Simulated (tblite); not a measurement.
Record of a relaxation.

Compound: C4H12BN2P.
SMILES with atom numbers: `[H]/[N:5]=[CH:4]\[CH2:3][C:2](=[CH2:1])[B@H-:6]([NH3+:7])[PH2:8]` (hydrogens: H9, H10 on C1; H11, H12 on C3; H13 on C4; H14 on N5; H15 on B6; H16, H17, H18 on N7; H19, H20 on P8)
Bond orders are those of one Lewis drawing.

Computed with GFN2-xTB (tblite), gas phase: L-BFGS steps from a force-field or distance-geometry start until the largest atomic force falls under 0.01 eV/Å. 5 of its 141 geometries are shown.

Step 0: E = -657.2288 eV, largest atomic force 3.592 eV/Å
```
atom  x, y, z in Å  |  force x, y, z in eV/Å
C1      0.328    2.216   -0.437   -0.254  -0.796   0.151
C2      0.240    0.878   -0.361    0.002   1.834  -0.072
C3      1.466    0.105   -0.639    1.339   0.565  -1.238
C4      1.949   -0.729    0.461    0.233  -2.684   0.134
N5      2.151   -1.996    0.373   -0.088   1.259   0.573
B6     -1.143    0.284    0.050   -1.755   1.470  -0.971
N7     -1.076   -0.299    1.444   -1.505  -1.826   2.702
P8     -1.815   -0.950   -1.268    0.164  -1.555  -1.922
H9     -0.552    2.819   -0.227    0.584   0.037  -0.201
H10     1.265    2.661   -0.711   -0.002   0.547  -0.037
H11     2.282    0.844   -0.840   -0.258  -0.305   0.063
H12     1.394   -0.488   -1.577   -0.305   0.062   0.536
H13     2.152   -0.276    1.454   -0.128  -0.235  -0.655
H14     1.972   -2.456   -0.535   -0.013   0.643   0.402
H15    -1.952    1.192    0.103    0.163  -0.048  -0.001
H16    -1.916    0.064    1.998    1.572  -0.498  -0.612
H17    -0.186   -0.092    1.927   -0.606  -0.292  -0.182
H18    -1.258   -1.342    1.377    0.634   1.150   0.241
H19    -2.403   -2.120   -0.620   -0.181   1.309  -0.123
H20    -2.902   -0.303   -1.973    0.404  -0.638   1.212
```

Step 35: E = -658.4151 eV, largest atomic force 0.158 eV/Å
```
atom  x, y, z in Å  |  force x, y, z in eV/Å
C1      0.411    2.356   -0.405   -0.035  -0.061  -0.006
C2      0.228    1.040   -0.386    0.019  -0.049   0.142
C3      1.408    0.142   -0.714    0.003  -0.008  -0.015
C4      1.800   -0.689    0.463   -0.025  -0.049   0.005
N5      1.885   -1.939    0.552    0.016   0.026  -0.005
B6     -1.175    0.333   -0.025    0.001   0.048  -0.126
N7     -0.998   -0.459    1.424    0.060  -0.002   0.039
P8     -1.604   -1.151   -1.319   -0.075  -0.045   0.094
H9     -0.395    3.035   -0.178    0.042  -0.017  -0.032
H10     1.359    2.811   -0.666   -0.093   0.000   0.035
H11     2.274    0.741   -1.009    0.004   0.083   0.015
H12     1.142   -0.511   -1.550   -0.031  -0.054  -0.005
H13     2.023   -0.139    1.381    0.044   0.063  -0.039
H14     1.699   -2.429   -0.324   -0.072  -0.033   0.020
H15    -2.067    1.106    0.104   -0.014  -0.046   0.010
H16    -1.732   -0.216    2.083   -0.059  -0.015  -0.122
H17    -0.100   -0.223    1.837    0.085   0.007  -0.024
H18    -1.015   -1.461    1.242    0.004   0.016   0.035
H19    -2.528   -1.794   -0.478    0.039   0.106  -0.110
H20    -2.622   -0.540   -2.037    0.088   0.030   0.091
```

Step 70: E = -658.5493 eV, largest atomic force 0.200 eV/Å
```
atom  x, y, z in Å  |  force x, y, z in eV/Å
C1      0.327    2.289   -0.356   -0.005  -0.067   0.030
C2      0.211    0.965   -0.364    0.029  -0.029   0.078
C3      1.406    0.132   -0.809    0.022   0.005  -0.061
C4      1.953   -0.625    0.356   -0.142   0.139  -0.024
N5      1.669   -1.798    0.703    0.029  -0.186   0.057
B6     -1.155    0.226    0.048   -0.007   0.019   0.055
N7     -0.927   -0.527    1.516   -0.077   0.019  -0.131
P8     -1.616   -1.284   -1.176    0.088   0.004   0.108
H9     -0.494    2.910   -0.036    0.015   0.010  -0.061
H10     1.219    2.815   -0.670   -0.020  -0.048   0.041
H11     2.179    0.782   -1.220    0.042   0.027  -0.057
H12     1.071   -0.574   -1.577   -0.020   0.005   0.009
H13     2.617   -0.084    1.024    0.013   0.088   0.009
H14     1.060   -2.282    0.040   -0.065  -0.047  -0.054
H15    -2.053    0.991    0.212    0.019  -0.085  -0.029
H16    -1.810   -0.559    2.014    0.001  -0.011   0.021
H17    -0.239   -0.008    2.050    0.044   0.078   0.115
H18    -0.580   -1.476    1.376    0.071   0.016  -0.036
H19    -2.959   -1.361   -0.839   -0.023   0.009  -0.019
H20    -1.883   -0.522   -2.294   -0.015   0.054  -0.053
```

Step 105: E = -658.6334 eV, largest atomic force 0.035 eV/Å
```
atom  x, y, z in Å  |  force x, y, z in eV/Å
C1      0.351    2.269   -0.319    0.002  -0.010  -0.015
C2      0.195    0.951   -0.350    0.023   0.005  -0.010
C3      1.337    0.093   -0.878    0.024   0.006  -0.007
C4      1.879   -0.658    0.287    0.018   0.025  -0.002
N5      1.592   -1.833    0.645   -0.017  -0.017  -0.004
B6     -1.159    0.223    0.114    0.005   0.009  -0.023
N7     -0.889   -0.459    1.589   -0.029  -0.005   0.019
P8     -1.596   -1.311   -1.090   -0.005   0.016   0.020
H9     -0.434    2.912    0.041   -0.007   0.010  -0.009
H10     1.243    2.769   -0.670    0.013  -0.003   0.023
H11     2.111    0.717   -1.329   -0.003   0.006   0.001
H12     0.943   -0.607   -1.623    0.011   0.016   0.014
H13     2.522   -0.095    0.963   -0.005  -0.011  -0.019
H14     0.996   -2.329   -0.024   -0.001  -0.001   0.010
H15    -2.075    0.967    0.253    0.000  -0.007   0.011
H16    -1.719   -0.966    1.883   -0.001  -0.019  -0.010
H17    -0.674    0.263    2.271   -0.012   0.017  -0.016
H18    -0.095   -1.104    1.522    0.005  -0.009  -0.021
H19    -2.975   -1.202   -1.019   -0.016  -0.023   0.008
H20    -1.558   -0.589   -2.272   -0.005  -0.004   0.028
```

Step 140: E = -658.6383 eV, largest atomic force 0.007 eV/Å
```
atom  x, y, z in Å  |  force x, y, z in eV/Å
C1      0.373    2.274   -0.309    0.001  -0.001   0.006
C2      0.216    0.957   -0.357    0.000  -0.001   0.003
C3      1.369    0.107   -0.878    0.001  -0.001  -0.001
C4      1.889   -0.661    0.286    0.000  -0.001   0.000
N5      1.564   -1.826    0.644   -0.001   0.002  -0.002
B6     -1.147    0.227    0.087   -0.003   0.001  -0.006
N7     -0.907   -0.454    1.567   -0.002   0.003  -0.002
P8     -1.576   -1.319   -1.100   -0.001   0.004  -0.003
H9     -0.419    2.916    0.039   -0.002   0.003  -0.001
H10     1.276    2.775   -0.629    0.002   0.001   0.002
H11     2.149    0.740   -1.305   -0.003   0.001  -0.004
H12     0.986   -0.579   -1.640   -0.003  -0.001   0.001
H13     2.550   -0.119    0.961    0.003  -0.003  -0.002
H14     0.952   -2.303   -0.025    0.002  -0.005   0.001
H15    -2.065    0.972    0.208   -0.001   0.000  -0.002
H16    -1.729   -0.993    1.825    0.004   0.002   0.001
H17    -0.741    0.271    2.259    0.001  -0.002   0.000
H18    -0.091   -1.075    1.516   -0.003   0.003   0.005
H19    -2.947   -1.321   -0.889    0.003  -0.003   0.000
H20    -1.708   -0.579   -2.261    0.003  -0.003   0.001
```

**Question.** Summarise the path.

**Answer.** The energy falls by 135.99 kJ/mol from step 0 to step 140; nine tenths of that is first reached at step 52. It falls at every step. The largest force goes from 3.592 to 0.007 eV/Å. Among the bonds B6–N7 changes most, from 1.512 to 1.647 Å; the atoms move by 0.671 Å rms after alignment.

The cost below is that of the whole relaxation. The run took 1.9 s of wall time on one thread of an Arm Neoverse N1, shared host with 64 logical CPUs at a one-minute load of 58.
